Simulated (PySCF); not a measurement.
# How the method changes the constants of LiZn⁺

State: ¹Σ⁺ (singlet), closed shell. Set-up: Li pcseg-1, Zn pcseg-1; no relativity (PySCF 2.14). De refers to Li⁺ + Zn in their ground configurations, without counterpoise correction. A positive dipole points towards Zn; it is taken about the centre of mass and depends on that origin.

| Level | Re (Å) | ωe (cm⁻¹) | De (eV) | μ (D) |
| --- | --- | --- | --- | --- |
| RHF-MP2 | 2.648 | 276 | 0.62 | n/a |
| RHF-SCS-MP2 | 2.657 | 275 | 0.62 | n/a |
| RHF-CCSD | 2.653 | 279 | 0.63 | n/a |
| RHF-CCSD(T) | 2.648 | 280 | 0.63 | n/a |
| PBE | 2.654 | 267 | 0.66 | -7.86 |
| PW91 | 2.650 | 268 | 0.68 | -7.86 |
| r²SCAN | 2.662 | 266 | 0.57 | -7.95 |
| TPSSh | 2.648 | 275 | 0.68 | -7.65 |
| r²SCANh | 2.664 | 267 | 0.57 | -7.92 |
| PBE0 | 2.657 | 272 | 0.65 | -7.73 |
| HSE06 | 2.657 | 270 | 0.64 | -7.81 |

The bond length runs from 2.648 Å (RHF-MP2) to 2.664 Å (r²SCANh). De spans 0.57 eV (r²SCAN, meta-GGA) to 0.68 eV (TPSSh, hybrid meta-GGA).

Correlated steps freeze 5 core orbitals. Closed-shell solutions of metal pairs were not tested for spin polarisation, which can lower them a little. Correlated levels converge slowly with the basis: in double zeta they bind strong bonds too weakly, by up to about 1 eV, and carry superposition errors of some tenths. For an ion De counts to the pair picked by the measured ionisation energies or electron affinities, which need not be the lowest pair at this level.
